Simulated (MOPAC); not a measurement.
Job for MOPAC: PM3 on H6OSiSn (SMILES [SiH3][O][SnH3]), a point of a torsion scan.

```
PM3 1SCF PRECISE CHARGE=0 THREADS=1
H6OSiSn

Si     1.69437907 1    -0.24851488 1     0.08224174 1
O      0.16244343 1     0.11442613 1    -0.27108446 1
Sn    -1.74613504 1     0.22627486 1    -0.02657663 1
H      2.13145823 1    -1.20367818 1    -0.93050148 1
H      2.42729996 1     1.01128313 1     0.02243958 1
H      1.76598554 1    -0.83589211 1     1.41994399 1
H     -2.03885916 1     1.85924074 1    -0.07675266 1
H     -2.08011794 1    -0.47774186 1     1.44564196 1
H     -2.34378873 1    -0.61232205 1    -1.32813741 1
```

Output:

```
*******************************************************************************
 **                                                                           **
 **                              MOPAC v23.2.5                                **
 **                                                                           **
 *******************************************************************************
 ** MOPAC's Digital Object Identifier: https://doi.org/10.5281/zenodo.6511958 **
 **                                                                           **
 ** Please cite the open-source release paper for use of this MOPAC version:  **
 ** J. E. Moussa and J. J. P. Stewart (2026)                                  **
 ** MOPAC: An open-source semiempirical molecular orbital program             **
 ** J. Open Source Softw., 11(119), 8025, https://doi.org/10.21105/joss.08025 **
 *******************************************************************************

                              PM3 CALCULATION RESULTS

 *******************************************************************************
 *  PM3        - The PM3 Hamiltonian to be used
 *
 *
 *
 *                 CHARGE ON SYSTEM = 0
 *
 *
 *
 *  PRECISE    - TIGHTER CRITERIA TO BE USED
 *  1SCF       - DO 1 SCF AND THEN STOP
 *  THREADS=1  - MULTI-THREADING NOT USED
 *  T=         - A TIME OF 172800.0 SECONDS REQUESTED
 *  DUMP=N     - RESTART FILE WRITTEN EVERY 7200.0 SECONDS REQUESTED
 *******************************************************************************
PM3 1SCF PRECISE CHARGE=0 THREADS=1
 H6OSiSn

   ATOM   CHEMICAL          X               Y               Z
  NUMBER   SYMBOL      (ANGSTROMS)     (ANGSTROMS)     (ANGSTROMS)

     1      Si          1.69437907  *  -0.24851488  *   0.08224174  *
     2       O          0.16244343  *   0.11442613  *  -0.27108446  *
     3      Sn         -1.74613504  *   0.22627486  *  -0.02657663  *
     4       H          2.13145823  *  -1.20367818  *  -0.93050148  *
     5       H          2.42729996  *   1.01128313  *   0.02243958  *
     6       H          1.76598554  *  -0.83589211  *   1.41994399  *
     7       H         -2.03885916  *   1.85924074  *  -0.07675266  *
     8       H         -2.08011794  *  -0.47774186  *   1.44564196  *
     9       H         -2.34378873  *  -0.61232205  *  -1.32813741  *



          CARTESIAN COORDINATES

    NO.       ATOM           X           Y           Z

     1        Si          1.6944     -0.2485      0.0822
     2         O          0.1624      0.1144     -0.2711
     3        Sn         -1.7461      0.2263     -0.0266
     4         H          2.1315     -1.2037     -0.9305
     5         H          2.4273      1.0113      0.0224
     6         H          1.7660     -0.8359      1.4199
     7         H         -2.0389      1.8592     -0.0768
     8         H         -2.0801     -0.4777      1.4456
     9         H         -2.3438     -0.6123     -1.3281

  H: (PM3): J. J. P. STEWART, J. COMP. CHEM. 10, 209 (1989).
  O: (PM3): J. J. P. STEWART, J. COMP. CHEM. 10, 209 (1989).
 Si: (PM3): J. J. P. STEWART, J. COMP. CHEM. 10, 209 (1989).
 Sn: (PM3): J. J. P. STEWART, J. COMP. CHEM. 12, 320-341 (1991).

           Empirical Formula: H6 O Si Sn  =     9 atoms



      MOLECULAR POINT GROUP   :   Cs


      RHF CALCULATION, NO. OF DOUBLY OCCUPIED LEVELS = 10


 -------------------------------------------------------------------------------
 PM3 1SCF PRECISE CHARGE=0 THREADS=1
 H6OSiSn



     1SCF WAS SPECIFIED, SO BFGS WAS NOT USED
     SCF FIELD WAS ACHIEVED


                              PM3 CALCULATION
                                                       MOPAC v23.2.5 Linux




          FINAL HEAT OF FORMATION =        -18.71530 KCAL/MOL =     -78.30482 KJ/MOL


          COSMO AREA              =        137.51 SQUARE ANGSTROMS
          COSMO VOLUME            =        130.51 CUBIC ANGSTROMS

          IONIZATION POTENTIAL    =          9.552263 EV
          HOMO LUMO ENERGIES (EV) =         -9.552 -0.343
          NO. OF FILLED LEVELS    =         10
          MOLECULAR WEIGHT        =        168.8223         POINT GROUP:  Cs

          MOLECULAR DIMENSIONS (Angstroms)

            Atom       Atom       Distance
            H     7    H     4     5.24423
            H     5    H     9     4.50866
            H     8    H     9     2.42274


          SCF CALCULATIONS        =          1





   ATOM   CHEMICAL          X               Y               Z
  NUMBER   SYMBOL      (ANGSTROMS)     (ANGSTROMS)     (ANGSTROMS)

     1      Si          1.69437907  *  -0.24851488  *   0.08224174  *
     2       O          0.16244343  *   0.11442613  *  -0.27108446  *
     3      Sn         -1.74613504  *   0.22627486  *  -0.02657663  *
     4       H          2.13145823  *  -1.20367818  *  -0.93050148  *
     5       H          2.42729996  *   1.01128313  *   0.02243958  *
     6       H          1.76598554  *  -0.83589211  *   1.41994399  *
     7       H         -2.03885916  *   1.85924074  *  -0.07675266  *
     8       H         -2.08011794  *  -0.47774186  *   1.44564196  *
     9       H         -2.34378873  *  -0.61232205  *  -1.32813741  *

                             CARTESIAN COORDINATES

   1   Si        1.694379070    -0.248514880     0.082241740
   2    O        0.162443430     0.114426130    -0.271084460
   3   Sn       -1.746135040     0.226274860    -0.026576630
   4    H        2.131458230    -1.203678180    -0.930501480
   5    H        2.427299960     1.011283130     0.022439580
   6    H        1.765985540    -0.835892110     1.419943990
   7    H       -2.038859160     1.859240740    -0.076752660
   8    H       -2.080117940    -0.477741860     1.445641960
   9    H       -2.343788730    -0.612322050    -1.328137410


           Empirical Formula: H6 O Si Sn  =     9 atoms



      MOLECULAR POINT GROUP   :   Cs


                  EIGENVALUES
 -34.59858 -17.64696 -15.73670 -14.01728 -13.89553 -12.89639 -11.94813 -11.77557
  -9.65886  -9.55226  -0.34348   0.78996   1.22752   1.46912   1.50253   2.72208
   2.93432   3.09038


              NET ATOMIC CHARGES AND DIPOLE CONTRIBUTIONS

  ATOM NO.   TYPE          CHARGE      No. of ELECS.   s-Pop       p-Pop
    1         Si           0.708689        3.2913     0.90108     2.39023
    2          O          -0.752571        6.7526     1.72402     5.02855
    3         Sn           1.014976        2.9850     0.99976     1.98526
    4          H          -0.121868        1.1219     1.12187
    5          H          -0.120276        1.1203     1.12028
    6          H          -0.136343        1.1363     1.13634
    7          H          -0.192827        1.1928     1.19283
    8          H          -0.207124        1.2071     1.20712
    9          H          -0.192655        1.1927     1.19266
 DIPOLE           X         Y         Z       TOTAL
 POINT-CHG.    -1.012    -0.169     0.594     1.186
 HYBRID        -0.009     0.026    -0.052     0.059
 SUM           -1.021    -0.142     0.542     1.165


          ATOMIC ORBITAL ELECTRON POPULATIONS

     Atom    s        px        py        pz
    1 Si   0.90108   0.66120   0.86686   0.86217
    2  O   1.72402   1.27764   1.88984   1.86108
    3 Sn   0.99976   0.49589   0.74781   0.74156
    4  H   1.12187
    5  H   1.12028
    6  H   1.13634
    7  H   1.19283
    8  H   1.20712
    9  H   1.19266

 **********************
 *                    *
 * JOB ENDED NORMALLY *
 *                    *
 **********************




 == MOPAC DONE ==
```

The run finished.

Cost: roughly 0.020 core-seconds.
